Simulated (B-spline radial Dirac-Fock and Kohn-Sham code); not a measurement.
# Atomic SCF run for Ni

ΔSCF core binding energies without Breit or QED terms, calculated with a radial atomic solver. Keys: rel is the Hamiltonian (dirac, or spin-free x2c and nr, where L3 and M5 stand for the whole 2p and 3d shells), method is hf or an exchange,correlation pair (spin-unpolarised, also for the hole states), nuc the nuclear model, radius_factor scales its radius, rmax is the box in bohr, h the logarithmic mesh step, order the B-spline order, points the quadrature points per cell, c_factor scales the speed of light, and damp, ndamp, maxit and tol steer the iteration. The run stops when the commutator error falls below 10·tol·max(1, Z/10), or the numerical noise floor, and the energy has settled to about 1e-8 Ha; the virial ratio is −V/T.

Input (task.json):

```json
{"items": [{"Z": 28, "q": 0, "cfg": [[1, 0, 2], [2, 0, 2], [2, 1, 6], [3, 0, 2], [3, 1, 6], [3, 2, 8], [4, 0, 2]], "A": 58, "rrms": 3.7757, "do": "settings", "holes": ["K", "L3", "M5"],
  "settings": [{"rel": "dirac", "method": "hf", "nuc": "fermi", "radius_factor": 1.0, "rmax": 45.0, "h": 0.3, "order": 8, "points": 10, "c_factor": 1.0, "maxit": 60, "damp": 0.5, "ndamp": 3, "tol": 1e-08, "cfg": "1s2 2s2 2p6 3s2 3p6 3d8 4s3"}]}]}
```

Command: `python xray2_run.py task.json out`

The program stops without a result: overfilled shell.

**Question.** One setting is unsound. Which, and why?

**Answer.** cfg puts more electrons in a shell than it can hold. With the default settings (Dirac Hartree-Fock): The ground state converged in 11 iterations, with total energy -1519.30571 Ha, virial ratio 1.98350 and highest orbital energy -7.66 eV. ΔSCF binding energies: K (1s) 8360.1 eV, L3 (2p3/2) 869.8 eV. Holes are computed only in closed shells, and unreliable hole states are left out.
